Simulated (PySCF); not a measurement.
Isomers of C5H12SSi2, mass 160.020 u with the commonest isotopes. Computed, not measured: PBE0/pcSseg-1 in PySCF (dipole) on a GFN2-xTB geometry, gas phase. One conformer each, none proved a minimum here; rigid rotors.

Question: Order these by rotational constant A, smallest first.
A. `[CH2:1]=[C:2]1[CH2:3][CH2:4][CH2:5][S:6][Si@@H:7]1[SiH3:8]` with C1–C2–C3–C4 -117°, C2–C3–C4–C5 -70°, C3–C4–C5–S6 75°, C4–C5–S6–Si7 -59°
B. `[CH3:1]/[CH:2]=[CH:3]\[C@@H:4]1[SiH2:5][S:6][C@H:7]1[SiH3:8]` with C2–C3–C4–Si5 -95°
C. `[CH2:1]=[CH:2][Si:3]1([SiH2:4][S:5][CH3:6])[CH2:7][CH2:8]1` with C1–C2–Si3–Si4 -1°, C2–Si3–Si4–S5 2°, Si3–Si4–S5–C6 180°
D. `[SiH3:1][CH2:2][S:3][SiH:4]1[CH2:5][CH:6]=[CH:7][CH2:8]1` with Si1–C2–S3–Si4 -75°, C2–S3–Si4–C5 87°

Answer: B (1526 MHz), A (1684 MHz), C (1900 MHz), D (2313 MHz).

Question: Order these by rotational constant B, largest first.
A. `[CH2:1]=[CH:2][Si:3]1([S:4][SiH2:5][CH3:6])[CH2:7][CH2:8]1` with C1–C2–Si3–S4 -2°, C2–Si3–S4–Si5 -79°, Si3–S4–Si5–C6 -179°
B. `[SiH3:1][CH2:2][S:3][SiH:4]1[CH2:5][CH:6]=[CH:7][CH2:8]1` with Si1–C2–S3–Si4 -75°, C2–S3–Si4–C5 87°
C. `[CH3:1]/[CH:2]=[CH:3]\[C@@H:4]1[SiH2:5][S:6][C@H:7]1[SiH3:8]` with C2–C3–C4–Si5 -95°
D. `[CH2:1]=[C:2]1[CH2:3][CH2:4][CH2:5][S:6][Si@@H:7]1[SiH3:8]` with C1–C2–C3–C4 -117°, C2–C3–C4–C5 -70°, C3–C4–C5–S6 75°, C4–C5–S6–Si7 -59°

Answer: D (963.8 MHz), C (838.3 MHz), A (746.8 MHz), B (685.2 MHz).

Question: Order these by radius of gyration √(Σ m r²/M), smallest first.
A. `[CH2:1]=[CH:2][Si:3]1([SiH2:4][S:5][CH3:6])[CH2:7][CH2:8]1` with C1–C2–Si3–Si4 -1°, C2–Si3–Si4–S5 2°, Si3–Si4–S5–C6 180°
B. `[CH3:1]/[CH:2]=[CH:3]\[C@@H:4]1[SiH2:5][S:6][C@H:7]1[SiH3:8]` with C2–C3–C4–Si5 -95°
C. `[CH2:1]=[CH:2][Si:3]1([S:4][SiH2:5][CH3:6])[CH2:7][CH2:8]1` with C1–C2–Si3–S4 -2°, C2–Si3–S4–Si5 -79°, Si3–S4–Si5–C6 -179°
D. `[CH2:1]=[C:2]1[CH2:3][CH2:4][CH2:5][S:6][Si@@H:7]1[SiH3:8]` with C1–C2–C3–C4 -117°, C2–C3–C4–C5 -70°, C3–C4–C5–S6 75°, C4–C5–S6–Si7 -59°
E. `[SiH3:1][CH2:2][S:3][SiH:4]1[CH2:5][CH:6]=[CH:7][CH2:8]1` with Si1–C2–S3–Si4 -75°, C2–S3–Si4–C5 87°

Answer: D (2.222 Å), B (2.347 Å), C (2.370 Å), E (2.400 Å), A (2.459 Å).

```csv
SMILES,point group,Ia (u·Å²),Ib (u·Å²),Ic (u·Å²),κ,μa (D),μb (D),μc (D)
C=C1CCCS[Si@@H]1[SiH3],C1,300.06,524.36,755.46,-0.42,1.09,1.60,0.41
[SiH3]CS[SiH]1CC=CC1,C1,218.50,737.57,887.94,-0.87,0.22,0.74,0.94
C=C[Si]1([SiH2]SC)CC1,–,265.99,726.06,943.35,-0.76,0.34,0.89,0.01
C=C[Si]1(S[SiH2]C)CC1,C1,294.74,676.74,826.66,-0.75,0.53,0.74,1.31
C/C=C\[C@@H]1[SiH2]S[C@H]1[SiH3],C1,331.17,602.86,828.67,-0.50,2.27,0.24,0.33
```
